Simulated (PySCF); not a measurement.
Isomers of C7H8F2O. Method used: PBE0-D3(BJ)/def2-SVP geometry optimisation, gas phase in PySCF 2.14.0. Energies are electronic, without zero-point or thermal terms, for one conformer each. No frequencies were run at this level. Point groups hold within 0.08 Å.

Problem. Rank from lowest to highest electronic energy at this level (kJ/mol).
A. `[CH2:1]=[CH:2][C@H:3]1[CH2:4][C@@:5]([F:6])([C:7](=[O:8])[F:9])[CH2:10]1` with C1–C2–C3–C4 128°, C4–C5–C7–O8 62°, C2–C3–C4–C5 110°, C3–C4–C5–F6 125°, C4–C5–C10–C3 -8°, C2–C3–C10–C5 -110°
B. `[F:1][CH:2]([F:3])[O:4][C@@:5]12[CH2:6][CH:7]=[CH:8][C@@H:9]1[CH2:10]2` with F1–C2–O4–C5 -74°, C2–O4–C5–C6 81°

Solution. A (0.0), B (6.1).

As drawn, the lower has a four-membered ring and a C=O bond, which the higher lacks; the higher has a three-membered ring and two fluorines on one carbon, which the lower lacks. Neighbours under 10 kJ/mol apart (C=C[C@H]1C[C@@](F)(C(=O)F)C1 and FC(F)O[C@@]12CC=C[C@@H]1C2) can change places with a better method, another conformer or zero-point energy.

```json
{"SMILES": "C=C[C@H]1C[C@@](F)(C(=O)F)C1", "E (Eh)": "-545.44865", "E rel (kJ/mol)": "0.0", "dipole (D)": "2.36", "point group": "C1", "A, B, C (MHz)": "2517, 891.2, 738.8"}
{"SMILES": "FC(F)O[C@@]12CC=C[C@@H]1C2", "E (Eh)": "-545.44632", "E rel (kJ/mol)": "6.1", "dipole (D)": "2.59", "point group": "C1", "A, B, C (MHz)": "3189, 866.0, 756.4"}
```

Problem. How do the relative energies change in single points at PBE0/pcSseg-1 (no added dispersion term) on the same geometries?

Solution. 
```tsv
SMILES	PBE0-D3(BJ)/def2-SVP (kJ/mol)	PBE0/pcSseg-1 (kJ/mol)	shift
C=C[C@H]1C[C@@](F)(C(=O)F)C1	0.0	0.0	0.0
FC(F)O[C@@]12CC=C[C@@H]1C2	6.1	14.9	+8.8
```

Each column counts from its own lowest isomer. The order is unchanged; the largest shift is 8.8 kJ/mol.

Problem. As an exercise, what shares would exp(−E/RT) give at 298.15 K from these electronic energies alone (no entropy, no degeneracies)?

Solution. RT = 2.479 kJ/mol: C=C[C@H]1C[C@@](F)(C(=O)F)C1 92.2 %, FC(F)O[C@@]12CC=C[C@@H]1C2 7.8 %.
